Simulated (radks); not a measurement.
Problem. All-electron calculation, scalar-relativistic Kohn-Sham, LDA (Slater exchange, VWN5 correlation), spin-unpolarised, spherical densities, finite nucleus; Fermi nuclear charge, rms radius of each element as measured or else 0.836 A^(1/3) + 0.57 fm. Program: a radial shooting solver on a logarithmic mesh with Libxc functionals. Response by self-consistent Sternheimer equations with the Hartree and adiabatic LDA kernel, the relativistic mass of each level held fixed and spin-orbit coupling left out. Rank Zn, Ga+, Sr8+, Kr6+, Se4+, Rb7+, As3+, Ge2+, Br5+ (NIST ground configurations) by static dipole polarisability, largest first.

Solution. Zn 36.15, Ga+ 16.70, Ge2+ 9.851, As3+ 6.521, Se4+ 4.624, Br5+ 3.434, Kr6+ 2.637, Rb7+ 2.077, Sr8+ 1.670 bohr^3.
